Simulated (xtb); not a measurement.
SrF, SMILES [F][Sr+], charge +1. All values are semi-empirical tight-binding results from xtb (GFN2-xTB unless named), good for trends rather than for accurate numbers. Coordinates come from a GFN2-xTB optimisation. The spin state was assumed, not searched.

For metal compounds this method's bond lengths and energies can be far off.

Estimate the properties. (The exact figures need the calculation; the answer reports its results.)


```json
{
 "point_group_as_xtb_finds_it": "C∞v",
 "orbital_gap": "1.28 eV"
}
```
